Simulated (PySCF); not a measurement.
# What a mistake does to a calculation on BFHOSi anion

Calculated results; nothing here was measured. They come from PySCF 2.14.0, an open-source quantum chemistry program, on an isolated molecule that a program drew, which may never have been made. The molecule is BFHOSi anion (charge -1, singlet), drawn as the SMILES string `O=B[SiH-]F`.

Each row is a Hartree-Fock (HF) and frozen-core CCSD(T) single point in the aug-cc-pV(D+d)Z basis, meant for a local HF minimum. Run 1 is clean. Each other run has one planted mistake out of seven kinds, and not every kind appears here: one electron removed, one electron added, multiplicity raised by two, geometry at a saddle point, minimal basis STO-3G, one bond length entered in bohr, all coordinates scaled. The reference is restricted for singlets and unrestricted otherwise, and also for a bond in bohr. Adding or removing an electron swaps singlet and doublet. Electrons count all cores. HOMO and LUMO are orbital energies over both spins, the gradient is its largest component, and the lowest frequency (negative if imaginary) is given only where the gradient is small. Bond lengths are over the 4 bonds as drawn. T1 is the CCSD diagnostic: over 0.02 (restricted) or 0.045 (unrestricted) a single reference is doubtful.

Geometry of the clean run:
```xyz
5
BFHOSi anion, angstrom
O    -2.1774   -2.0804    0.8149
B    -1.9010   -0.9070    0.8775
Si   -1.2918    1.0744    1.1364
F    -0.9291    1.4282   -0.4789
H    -2.7351    1.5874    1.1683
```

```
run,electrons,basis functions,<S^2>,HOMO (eV),LUMO (eV),gradient (hartree/bohr),lowest frequency (cm^-1),mean bond (Å),longest bond (Å),T1,HF (hartree),CCSD(T) (hartree),mistake
1,38,110,0.000,-3.01,4.06,2.3e-05,154,1.6303,2.089,0.0186,-488.64591,-489.27120,no fault
2,37,110,0.757,-11.91,-1.12,6.9e-02,-,1.6303,2.089,0.0216,-488.57474,-489.17146,one electron removed
3,38,110,2.009,0.01,3.80,4.3e-02,-,1.6303,2.089,0.0249,-488.56131,-489.17416,multiplicity raised by two
4,38,25,0.000,2.11,16.66,4.5e-02,-,1.6303,2.089,0.0185,-482.32975,-482.51149,minimal basis STO-3G
5,38,110,0.196,-5.86,3.25,1.7e-02,-,2.0068,3.199,0.0490,-488.53106,-489.16667,?
6,38,110,0.000,-2.21,4.02,2.9e-01,-,1.4721,1.886,0.0158,-488.58191,-489.19027,?
```

**Which mistake was planted in run 5, and what did it cost?**

The mean bond changes by a factor of 1.231 and the longest by 1.531, so the molecule wasn't scaled as a whole. A length L in bohr read as angstrom grows by (1/0.5292 - 1) L = 0.890 L. The 4 bonds together grew by 4 x 0.3765 = 1.506 Å, which gives L = 1.693 Å. That is bond Si3-F4, 1.693 Å in the clean geometry. So the mistake is: one bond length entered in bohr. Subtracting run 1 and multiplying by 627.51 kcal/mol a hartree, the energy moved by 72.1 kcal/mol in HF and 65.6 kcal/mol in CCSD(T).

**Which mistake was planted in run 6, and what did it cost?**

The mean and the longest bond both change by the same factor, 0.903, and the gradient is no longer small. So the mistake is: all coordinates scaled. Subtracting run 1 and multiplying by 627.51 kcal/mol a hartree, the energy moved by 40.2 kcal/mol in HF and 50.8 kcal/mol in CCSD(T).

Cautions from the logs. Run 3: the HOMO is above zero, so the electron isn't bound and the energy depends on the basis; run 4: the HOMO is above zero, so the electron isn't bound and the energy depends on the basis; run 5: T1 is over the limit, so its CCSD(T) energy is less reliable.
